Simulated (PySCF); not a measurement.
# Where the electron goes

Species: C₃H₆F₃GeP.
Geometry (GFN2-xTB, Å), atoms numbered from 1 in this order:
```xyz
14
C3H6F3GeP angstrom
C     -1.8553    1.2704   -0.0061
C     -0.6765    1.2431    0.5957
P      0.2134   -0.2083    1.2125
Ge     2.0707   -0.0110   -0.1607
C     -0.4823   -1.5149    0.0700
F     -0.4982   -1.1619   -1.2303
F     -1.7289   -1.8894    0.3795
F      0.2840   -2.6167    0.1415
H     -2.4192    0.3834   -0.2397
H     -2.3067    2.2050   -0.2976
H     -0.1620    2.1652    0.8470
H      2.7908   -1.3175   -0.2466
H      1.7599    0.4702   -1.5448
H      3.0096    0.9818    0.4574
```

Computed with PySCF 2.14.0, density-fitted response routines, TDDFT CAM-B3LYP/def2-SVPD, vertical, gas phase, core orbitals frozen in the response. Relativistic effects, spin–orbit coupling among them, are left out although an element past zinc is present.

Kohn–Sham orbitals with the atoms that hold most of them (Löwdin shares over 4%, at most four atoms; ? is withheld):

```
orbital  ε (eV)                             atoms
 HOMO-3  -11.26  Ge4 21%, C2 16%, P3 14%, H12 12%
 HOMO-2  -10.92  Ge4 21%, P3 20%, C2 13%, H14 12%
 HOMO-1  -10.31                                 ?
   HOMO   -8.55   P3 38%, C1 19%, C2 18%, Ge4 10%
   LUMO    0.23                                 ?
 LUMO+1    0.49   P3 29%, Ge4 15%, C2 15%, C1 10%
 LUMO+2    1.08  Ge4 24%, P3 24%, C2 13%, H11 11%
```

Q: Give the leading atoms of the HOMO-1.

A: P3 (bonded to 2 C and Ge) 27%; C2 (bonded to C, P and H) 19%; Ge4 (bonded to P and 3 H) 14%; C1 (bonded to C and 2 H) 12%. By element: carbon 31% or more, phosphorus 27%, germanium 14%.

Q: Which atoms hold the LUMO, and with what shares?

A: C1 (bonded to C and 2 H) 21%; Ge4 (bonded to P and 3 H) 21%; C2 (bonded to C, P and H) 17%; P3 (bonded to 2 C and Ge) 14%. By element: carbon 39% or more, germanium 21%, phosphorus 14%.

Q: How does S1 compare with the orbital gap of 8.78 eV?

A: S1 is at 5.95 eV (f = 0.046), 2.83 eV below the gap, made of HOMO→LUMO+1 (71%), HOMO→LUMO+3 (14%), HOMO→LUMO+2 (10%). Its leading pair isn't HOMO and LUMO; the energies of that pair differ by 9.04 eV. Without the coupling terms of the response equations the lowest excitation would equal the gap.

Q: One configuration dominates each of S1 and S2. Which, and how do the shares of the two leading atoms of either orbital change from the occupied to the empty one?

A: 
- S1 (5.95 eV, f 0.046), HOMO→LUMO+1 (71%): P3 38% → 29%, C1 19% → 10%, Ge4 10% → 15%
- S2 (6.01 eV, f 0.323), HOMO→LUMO (90%): P3 38% → 14%, C1 19% → 21%, Ge4 10% → 21%

Löwdin shares depend on the basis, the more so with diffuse functions.

One conformer stands for the species.
